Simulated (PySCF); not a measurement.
Species: C6H12Se.
SMILES with atom numbers: `[CH3:1][CH2:2][CH2:3][C@@H:4]1[CH2:5][CH2:6][Se:7]1` (hydrogens: H8, H9, H10 on C1; H11, H12 on C2; H13, H14 on C3; H15 on C4; H16, H17 on C5; H18, H19 on C6)

Cartesian coordinates in Å at the PBE0-D3(BJ)/def2-SVP level; atoms count from 1:
```xyz
19
C6H12Se angstrom
C     -2.7869    0.3835   -0.3719
C     -1.4928   -0.4093   -0.4522
C     -0.3435    0.2337    0.3071
C      0.9547   -0.5416    0.2360
C      2.1842    0.1776    0.8161
C      2.7994    0.7329   -0.4724
Se     1.7825   -0.5493   -1.5788
H     -3.5977   -0.1070   -0.9314
H     -3.1247    0.4987    0.6707
H     -2.6601    1.3950   -0.7898
H     -1.6547   -1.4317   -0.0669
H     -1.1910   -0.5252   -1.5083
H     -0.6161    0.3345    1.3760
H     -0.1791    1.2604   -0.0661
H      0.8120   -1.5653    0.6141
H      2.8667   -0.5500    1.2792
H      1.9375    0.9378    1.5774
H      2.5007    1.7648   -0.7045
H      3.8894    0.6404   -0.5674
```

Linear response at B3LYP/def2-SVPD (PySCF, frozen core in the response, non-relativistic). One conformer (not necessarily the lowest) at the PBE0-D3(BJ)/def2-SVP geometry, without solvent, vibrations or thermal averaging. Relativistic effects, spin–orbit coupling among them, are left out although an element past zinc is present.

Static isotropic polarisability: 100.65 au (14.92 Å³), principal values 86.2, 101.7, 114.1 au.

What is the polarisability at 1064 nm and at the sodium D line?

101.62 au at 1064 nm (+1.0 %), 103.95 au at 589.3 nm (+3.3 %). The rise at 589.3 nm is 3.40 times that at 1064 nm; a pure ω² law gives 3.26. The lowest singlet lies at 322 nm, shorter than both wavelengths.

What is the isotropic C6 coefficient between two such molecules, C6 = (3/π)∫α(iω)² dω?

3969 au (Eh·bohr⁶) by a ten-point quadrature over imaginary frequencies, which is 2370 eV·Å⁶ or 229 J·nm⁶/mol.

Which effective excitation energy ω̄ makes London's formula C6 = (3/4)α²ω̄ exact here?

ω̄ = 4·C6/(3α²) = 0.522 Eh = 14.2 eV. A one-pole form α(ω) = α/(1 − ω²/ω̄²) fitted to the 1064 nm value gives 11.9 eV.

What three-body coefficient follows from the one-pole estimate C9 = (3/4)·α·C6?

300000 au. This is an estimate from the two numbers above, not a computed integral.

The lowest 6 singlets have (eV, f): 3.85, 0.001; 5.20, 0.026; 5.45, 0.028; 5.73, 0.021; 6.00, 0.001; 6.05, 0.061. What share of the static polarisability do they carry in the sum over states α = Σ f/ω²?

3.15 au, 3.1 % of α; the largest term, 1.23 au, is that of the state at 6.05 eV. Their oscillator strengths add up to 0.14. Higher states carry the rest.

How anisotropic is the static polarisability, by Δα² = ½[(α1 − α2)² + (α2 − α3)² + (α3 − α1)²]?

Δα = 24.2 au, or 0.24 of the isotropic value.

What n − 1 at the D line would an ideal gas of it have at 273.15 K and 1 atm (2.6868 × 10¹⁹ cm⁻³), by n − 1 = 2π·N·α′?

26.00 × 10⁻⁴, a formal value whether or not that pressure can be reached.

Cost: about 90 s of CPU time on one thread; the machine was shared, so the figure is rough. This is the whole response run at B3LYP/def2-SVPD, SCF included.
